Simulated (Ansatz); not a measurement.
Pulling on the In1–H2 bond in ClFHIn (SMILES [F][InH][Cl]) (multiplicity 1 held, fragments rigid). Energies count from the point at 1.694 Å.
Geometry at that point (charge 0, multiplicity 1):
```xyz
4

In    -0.09475    -0.41823     0.20223
H     -1.02124    -1.81325     0.45446
F      1.57815    -0.11257     1.16386
Cl    -0.50233     1.37174    -1.22580
```

R- and RO- levels are restricted; in cc, def2 and unpolarised 6-31G sets they are followed outwards from rest. Unrestricted levels (U-) break spin symmetry where that is lower. Active spaces are followed from a long bond inwards. Curves can end on different states.

Cores are frozen in the correlated methods. Filled d and f shells under p-block atoms count as core.

Codes used: Ansatz (a program for electronic structure). Each number belongs to the level named beside it. In def2 rows elements past Kr take small-core potentials, without spin–orbit coupling.

Energies in kcal/mol.

| R (Å) | U-SCS-MP2/def2-SVP | R-CCSD(T)/def2-SVP | FIC-NEVPT4(SD) on CASSCF(2,2)/def2-SVP | FIC-MRCISD+Q on CASSCF(2,2)/def2-SVP |
|---|---|---|---|---|
| 1.355 | 33.2 | 33.7 | 33.7 | 33.6 |
| 1.524 | 7.2 | 7.5 | 7.5 | 7.4 |
| 1.694 | 0.0 | 0.0 | 0.0 | 0.0 |
| 1.863 | 2.8 | 2.3 | 2.3 | 2.4 |
| 2.032 | 10.6 | 9.4 | 9.4 | 9.6 |
| 2.286 | 29.9 | 23.5 | 23.3 | 23.7 |
| 2.540 | 49.3 | 37.2 | 37.0 | 37.5 |
| 2.964 | 61.8 | 54.3 | 53.8 | 54.5 |
| 3.387 | 65.5 | 62.7 | 62.6 | 63.3 |
| 3.895 | 66.8 | 65.3 | 66.7 | 67.4 |
| 4.573 | 67.3 | 64.3 | 68.1 | 68.8 |
| 5.419 | 67.4 | 62.6 | 68.4 | 69.1 |

Doubts at one or more of the structures used: a spin-contaminated determinant (U-SCS-MP2/def2-SVP); a restricted determinant that unrestricted orbitals would lower (R-CCSD(T)/def2-SVP); other coupled-cluster roots lie near (R-CCSD(T)/def2-SVP).
